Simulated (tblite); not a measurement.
C4H9BrSi3.
SMILES with atom numbers: `[CH:1]#[C:2][C@@H:3]1[CH2:4][SiH2:5][SiH2:6][Si@H:7]1[Br:8]` (hydrogens: H9 on C1; H10 on C3; H11, H12 on C4; H13, H14 on Si5; H15, H16 on Si6; H17 on Si7)

Computed with GFN2-xTB (tblite), gas phase: L-BFGS steps from a force-field or distance-geometry start until the largest atomic force falls under 0.01 eV/Å.

Step 8: E = -608.6617 eV
```
atom  x, y, z in Å  |  force x, y, z in eV/Å
C1      2.9031   -0.6661    0.1129   -0.165   0.038   0.034
C2      1.7864   -0.5592    0.5342    0.331   0.073  -0.228
C3      0.4526   -0.4376    1.0526    0.064  -0.032   0.056
C4     -0.5158   -1.3378    0.2646   -0.004   0.019   0.082
Si5    -0.9845   -0.7009   -1.4839    0.009  -0.123  -0.007
Si6    -1.0117    1.5721   -1.1184    0.029   0.055   0.027
Si7    -0.1027    1.4123    1.0012    0.065   0.092   0.037
Br8    -1.7041    1.5525    2.5693   -0.061   0.011   0.128
H9      3.8791   -0.7737   -0.2473    0.098  -0.008  -0.044
H10     0.5170   -0.8056    2.0859   -0.192   0.082   0.048
H11    -0.0892   -2.3390    0.2014    0.048  -0.075  -0.027
H12    -1.4147   -1.4369    0.8707   -0.248  -0.023   0.007
H13     0.0453   -1.1064   -2.4387    0.028  -0.092  -0.065
H14    -2.2753   -1.2692   -1.8632   -0.033  -0.140  -0.036
H15    -2.3063    2.2461   -1.1192   -0.074   0.075  -0.007
H16    -0.1202    2.3635   -1.9562    0.059   0.135  -0.112
H17     0.9339    2.2978    1.5242    0.045  -0.086   0.107
```

Step 9: E = -608.6710 eV
```
atom  x, y, z in Å  |  force x, y, z in eV/Å
C1      2.8999   -0.6638    0.1114   -0.134   0.034   0.023
C2      1.7829   -0.5545    0.5300    0.312   0.048  -0.188
C3      0.4512   -0.4355    1.0526    0.040   0.010   0.060
C4     -0.5165   -1.3375    0.2699   -0.036   0.055  -0.066
Si5    -0.9829   -0.7132   -1.4866    0.003   0.015   0.040
Si6    -1.0117    1.5701   -1.1223    0.031   0.085   0.004
Si7    -0.0989    1.4170    1.0034    0.032   0.022  -0.096
Br8    -1.6929    1.5515    2.5708   -0.137   0.019   0.184
H9      3.8762   -0.7728   -0.2467    0.112  -0.005  -0.056
H10     0.5123   -0.8038    2.0852   -0.153   0.084   0.069
H11    -0.0857   -2.3352    0.2015    0.037  -0.123   0.018
H12    -1.4187   -1.4339    0.8708   -0.227  -0.047   0.025
H13     0.0458   -1.1160   -2.4447    0.023  -0.091  -0.048
H14    -2.2743   -1.2823   -1.8654   -0.021  -0.133  -0.030
H15    -2.3069    2.2566   -1.1222    0.014   0.007   0.002
H16    -0.1228    2.3764   -1.9600    0.003   0.056  -0.048
H17     0.9359    2.2890    1.5424    0.099  -0.038   0.107
```

Step 10: E = -608.6785 eV
```
atom  x, y, z in Å  |  force x, y, z in eV/Å
C1      2.8994   -0.6618    0.1090   -0.009   0.021  -0.020
C2      1.7826   -0.5493    0.5244    0.144   0.023  -0.075
C3      0.4517   -0.4338    1.0531   -0.001   0.035   0.024
C4     -0.5179   -1.3373    0.2743   -0.057   0.038  -0.134
Si5    -0.9816   -0.7230   -1.4881   -0.008   0.118   0.042
Si6    -1.0108    1.5706   -1.1250    0.028   0.089  -0.028
Si7    -0.0955    1.4212    1.0045   -0.009  -0.022  -0.140
Br8    -1.6873    1.5512    2.5756   -0.147   0.021   0.180
H9      3.8764   -0.7722   -0.2476    0.099   0.003  -0.060
H10     0.5050   -0.8005    2.0863   -0.087   0.082   0.064
H11    -0.0827   -2.3342    0.2017   -0.004  -0.098   0.062
H12    -1.4264   -1.4326    0.8707   -0.123  -0.052   0.004
H13     0.0467   -1.1251   -2.4502    0.000  -0.081  -0.014
H14    -2.2741   -1.2950   -1.8678    0.014  -0.112  -0.017
H15    -2.3078    2.2648   -1.1244    0.084  -0.044   0.007
H16    -0.1241    2.3876   -1.9646   -0.044  -0.008   0.006
H17     0.9395    2.2815    1.5580    0.121  -0.013   0.102
```

Q: Estimate the geometry and energy of step 11. (The exact step hangs on the optimiser's Hessian estimate; all steps are aligned on step 10, rigid shifts and turns removed.)

A: E = -608.6842 eV, largest force 0.161 eV/Å
```
atom  x, y, z in Å  |  force x, y, z in eV/Å
C1      2.9003   -0.6600    0.1062    0.100   0.008  -0.058
C2      1.7838   -0.5445    0.5190   -0.029  -0.003   0.037
C3      0.4524   -0.4320    1.0536   -0.038   0.033  -0.028
C4     -0.5202   -1.3372    0.2764   -0.053   0.003  -0.124
Si5    -0.9809   -0.7286   -1.4892   -0.018   0.155   0.016
Si6    -1.0096    1.5728   -1.1277    0.024   0.066  -0.048
Si7    -0.0927    1.4246    1.0032   -0.038  -0.023  -0.081
Br8    -1.6857    1.5513    2.5828   -0.103   0.018   0.122
H9      3.8784   -0.7717   -0.2494    0.068   0.012  -0.056
H10     0.4973   -0.7961    2.0885   -0.025   0.082   0.031
H11    -0.0807   -2.3348    0.2030   -0.055  -0.038   0.085
H12    -1.4345   -1.4325    0.8701   -0.002  -0.044  -0.035
H13     0.0472   -1.1339   -2.4547   -0.030  -0.061   0.024
H14    -2.2734   -1.3072   -1.8700    0.054  -0.082  -0.003
H15    -2.3071    2.2706   -1.1259    0.108  -0.066   0.011
H16    -0.1258    2.3965   -1.9683   -0.060  -0.039   0.029
H17     0.9445    2.2749    1.5723    0.097  -0.021   0.077
```

The energy changes by -0.0058 eV. The first-order estimate −F·Δx gives -0.0082 eV and the mean of the old and new forces, exact on a quadratic surface, -0.0058 eV. The step makes an angle of 61° with the force vector and moves no atom by more than 0.017 Å.

The cost below is that of the whole relaxation. Time: 1.7 s. Hardware: Intel Xeon at 2.70 GHz, one thread, shared host with 64 logical CPUs at a one-minute load of 62.
